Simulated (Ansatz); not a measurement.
IK, charge -1, doublet, at the geometry of the source list (a state made from the parent by changing its charge; the spin is typed, not shown lowest) (all electrons, no relativity) (a gas-phase anion, which may not be bound at this level); PBE/6-311G** (Ansatz, a first-principles code).

The Ansatz input:
Ansatz 0.2 input:
```yaml
crystal:
  periodic: [false, false, false]
  atoms:
    - {symbol: K, position_ang: [-1.05890000, -0.75220000, -0.90220000]}
    - {symbol: I, position_ang: [1.05890000, 0.75220000, 0.90220000]}
basis:
  gaussian:
    orbitals: 6-311G__.json
hamiltonian:
  xc: pbe
total_charge: -1
magnetization: {spin_polarized: true, initial_magnetization: 1}
accuracy: high
```
The basis file holds 6-311G** in the JSON format of the Basis Set Exchange.

Problem. Predict the main parts of the log of this Ansatz run.

Solution. 
```
Functional definition: PBE
1463 factors; integrals over basis functions are off by at most 2.2e-8 eV
mean field evaluation 1: about -204591.3783 eV, gradient 2.2e1 eV
mean field evaluation 2: about -204590.0776 eV, gradient 3.4e1 eV
mean field evaluation 4: about -204595.2347 eV, gradient 1.0e0 eV
mean field evaluation 8: about -204595.2376 eV, gradient 2.0e-2 eV
mean field evaluation 16: about -204595.2376 eV, gradient 1.1e-5 eV
mean field evaluation 32: about -204594.2593 eV, gradient 8.6e-7 eV
mean field -204595.23759215 eV, -7518.7363018785 hartree, gradient 1.5e-8 eV, S^2 0.750143; 3 other end points of the search recorded, 0 dependent functions left out
reference -204595.23759602 eV, -7518.7363020209 hartree; 37, 36 occupied and 64, 65 virtual orbitals, 1463 factors
Total energy: -204595.23759602 eV, -7518.7363020209 hartree
```
